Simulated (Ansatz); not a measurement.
Cu(NH3)H (CuNH4). Charge 0, multiplicity 1. Geometry r2SCAN-D4/def2-TZVP.

```xyz
6

Cu    0.643    0.918   -0.552
N    -0.369   -0.526    0.317
H    -0.395   -1.361   -0.263
H    -1.330   -0.249    0.496
H     0.047   -0.786    1.208
H     1.404    2.004   -1.205
```

Task: Estimate the orbital energies around the gap (eV) in Ansatz with r2SCAN-D4/def2-TZVP, r2SCANh-D4/def2-TZVP, PBE0-D4/def2-SVP, PBE0-D4/def2-TZVPD, r2SCAN0-D4/def2-TZVP.

Result: 
```json
{"orbital": "HOMO−13", "r2SCAN-D4/def2-TZVP": "-114.78", "r2SCANh-D4/def2-TZVP": "-116.89", "PBE0-D4/def2-SVP": "-116.86", "PBE0-D4/def2-TZVPD": "-117.44", "r2SCAN0-D4/def2-TZVP": "-120.06"}
{"orbital": "HOMO−12", "r2SCAN-D4/def2-TZVP": "-73.53", "r2SCANh-D4/def2-TZVP": "-75.18", "PBE0-D4/def2-SVP": "-75.67", "PBE0-D4/def2-TZVPD": "-76.14", "r2SCAN0-D4/def2-TZVP": "-77.69"}
{"orbital": "HOMO−11", "r2SCAN-D4/def2-TZVP": "-73.30", "r2SCANh-D4/def2-TZVP": "-74.97", "PBE0-D4/def2-SVP": "-75.35", "PBE0-D4/def2-TZVPD": "-75.93", "r2SCAN0-D4/def2-TZVP": "-77.50"}
{"orbital": "HOMO−10", "r2SCAN-D4/def2-TZVP": "-73.30", "r2SCANh-D4/def2-TZVP": "-74.97", "PBE0-D4/def2-SVP": "-75.35", "PBE0-D4/def2-TZVPD": "-75.93", "r2SCAN0-D4/def2-TZVP": "-77.50"}
{"orbital": "HOMO−9", "r2SCAN-D4/def2-TZVP": "-24.49", "r2SCANh-D4/def2-TZVP": "-25.42", "PBE0-D4/def2-SVP": "-25.71", "PBE0-D4/def2-TZVPD": "-26.08", "r2SCAN0-D4/def2-TZVP": "-26.82"}
{"orbital": "HOMO−8", "r2SCAN-D4/def2-TZVP": "-13.81", "r2SCANh-D4/def2-TZVP": "-14.43", "PBE0-D4/def2-SVP": "-15.01", "PBE0-D4/def2-TZVPD": "-15.10", "r2SCAN0-D4/def2-TZVP": "-15.37"}
{"orbital": "HOMO−7", "r2SCAN-D4/def2-TZVP": "-13.81", "r2SCANh-D4/def2-TZVP": "-14.43", "PBE0-D4/def2-SVP": "-15.01", "PBE0-D4/def2-TZVPD": "-15.10", "r2SCAN0-D4/def2-TZVP": "-15.37"}
{"orbital": "HOMO−6", "r2SCAN-D4/def2-TZVP": "-10.30", "r2SCANh-D4/def2-TZVP": "-10.90", "PBE0-D4/def2-SVP": "-11.39", "PBE0-D4/def2-TZVPD": "-11.60", "r2SCAN0-D4/def2-TZVP": "-11.81"}
{"orbital": "HOMO−5", "r2SCAN-D4/def2-TZVP": "-6.36", "r2SCANh-D4/def2-TZVP": "-6.84", "PBE0-D4/def2-SVP": "-7.08", "PBE0-D4/def2-TZVPD": "-7.52", "r2SCAN0-D4/def2-TZVP": "-7.63"}
{"orbital": "HOMO−4", "r2SCAN-D4/def2-TZVP": "-5.16", "r2SCANh-D4/def2-TZVP": "-5.97", "PBE0-D4/def2-SVP": "-6.54", "PBE0-D4/def2-TZVPD": "-7.12", "r2SCAN0-D4/def2-TZVP": "-7.20"}
{"orbital": "HOMO−3", "r2SCAN-D4/def2-TZVP": "-5.16", "r2SCANh-D4/def2-TZVP": "-5.97", "PBE0-D4/def2-SVP": "-6.54", "PBE0-D4/def2-TZVPD": "-7.12", "r2SCAN0-D4/def2-TZVP": "-7.20"}
{"orbital": "HOMO−2", "r2SCAN-D4/def2-TZVP": "-4.99", "r2SCANh-D4/def2-TZVP": "-5.81", "PBE0-D4/def2-SVP": "-6.34", "PBE0-D4/def2-TZVPD": "-6.99", "r2SCAN0-D4/def2-TZVP": "-7.07"}
{"orbital": "HOMO−1", "r2SCAN-D4/def2-TZVP": "-4.99", "r2SCANh-D4/def2-TZVP": "-5.81", "PBE0-D4/def2-SVP": "-6.34", "PBE0-D4/def2-TZVPD": "-6.99", "r2SCAN0-D4/def2-TZVP": "-7.07"}
{"orbital": "HOMO", "r2SCAN-D4/def2-TZVP": "-4.60", "r2SCANh-D4/def2-TZVP": "-5.07", "PBE0-D4/def2-SVP": "-5.27", "PBE0-D4/def2-TZVPD": "-5.69", "r2SCAN0-D4/def2-TZVP": "-5.75"}
{"orbital": "LUMO", "r2SCAN-D4/def2-TZVP": "-0.46", "r2SCANh-D4/def2-TZVP": "-0.22", "PBE0-D4/def2-SVP": "0.08", "PBE0-D4/def2-TZVPD": "-0.76", "r2SCAN0-D4/def2-TZVP": "0.11"}
{"orbital": "LUMO+1", "r2SCAN-D4/def2-TZVP": "2.04", "r2SCANh-D4/def2-TZVP": "2.31", "PBE0-D4/def2-SVP": "2.64", "PBE0-D4/def2-TZVPD": "0.35", "r2SCAN0-D4/def2-TZVP": "2.67"}
{"orbital": "LUMO+2", "r2SCAN-D4/def2-TZVP": "2.04", "r2SCANh-D4/def2-TZVP": "2.31", "PBE0-D4/def2-SVP": "2.72", "PBE0-D4/def2-TZVPD": "0.35", "r2SCAN0-D4/def2-TZVP": "2.67"}
{"orbital": "LUMO+3", "r2SCAN-D4/def2-TZVP": "2.28", "r2SCANh-D4/def2-TZVP": "2.56", "PBE0-D4/def2-SVP": "2.72", "PBE0-D4/def2-TZVPD": "1.73", "r2SCAN0-D4/def2-TZVP": "2.82"}
{"orbital": "LUMO+4", "r2SCAN-D4/def2-TZVP": "2.28", "r2SCANh-D4/def2-TZVP": "2.68", "PBE0-D4/def2-SVP": "3.68", "PBE0-D4/def2-TZVPD": "1.73", "r2SCAN0-D4/def2-TZVP": "3.27"}
{"orbital": "LUMO+5", "r2SCAN-D4/def2-TZVP": "2.31", "r2SCANh-D4/def2-TZVP": "2.68", "PBE0-D4/def2-SVP": "3.68", "PBE0-D4/def2-TZVPD": "1.82", "r2SCAN0-D4/def2-TZVP": "3.27"}
```
